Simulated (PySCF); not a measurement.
# Working out the ionisation energy of Mn⁺

Mn⁺ [Ar] 3d5 4s1 (7S) → Mn²⁺ [Ar] 3d5 (6S). Calculation: PySCF 2.14, in def2-QZVPPD (11s6p5d4f2g, 100 functions); the non-relativistic Hamiltonian (point nucleus). Frozen: [Ar]. Energies in hartree (1 hartree = 27.21139 eV):

```json
{"part": "UHF", "Mn⁺ (lower)": "-1149.649531", "Mn²⁺ (upper)": "-1149.109750"}
{"part": "CCSD correlation", "Mn⁺ (lower)": "-0.094373", "Mn²⁺ (upper)": "-0.076955"}
{"part": "(T)", "Mn⁺ (lower)": "-0.001472", "Mn²⁺ (upper)": "-0.000820"}
```

**Question.** What does Hartree-Fock give?

**Answer.** (-1149.109750) − (-1149.649531) = 0.539781 hartree = 14.688 eV.

**Question.** What do CCSD and CCSD(T) give?

**Answer.** The CCSD correlation energies differ by 0.017418 hartree = 0.474 eV and the triples by 0.000652 hartree = 0.018 eV, so CCSD gives 15.162 eV and CCSD(T) 15.180 eV.

Measured between the centres of the two terms (NIST): 15.640 eV, so CCSD(T) (valence) is off by -0.460 eV.

The calculation is non-relativistic.

What remains against the reference includes basis incompleteness, the frozen core and higher excitations.
